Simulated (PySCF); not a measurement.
**From computed data to an observable: refractive index and permittivity of the vapour**

C2H6OSi2, SMILES O[Si@H]1[SiH2]C=C1.

The structure is a stationary point at B3LYP-D3(BJ)/def2-SVP. The structure was generated by enumeration; whether it is a known compound was not checked. The values are those of a single conformer.

HF/def2-TZVP (PySCF) gives a mean static polarisability of 73.0 bohr³ and a dipole moment of 1.60 D. Take an ideal gas at 298.15 K and 0.01 bar, whether or not the substance is that volatile.

Question: Work out n − 1 in the optical limit and the static ε − 1.

Answer: 
Polarisability volume α' = 73.0 × 0.148185 = 10.82 Å³. Number density N = p/kT = 2.43e-7 Å⁻³.
Dilute limit of Lorentz–Lorenz: n − 1 = 2π N α' = 1.7e-5.
Orientation term of Debye: μ²/(3kT) = 8.098 Å³ × μ²(D²) = 20.73 Å³.
ε − 1 = 4π N (α' + μ²/3kT) = 9.6e-5. Orientation of the dipole supplies 66 % of the static response; it can't follow optical fields. Vibrational polarisation and dispersion are left out.
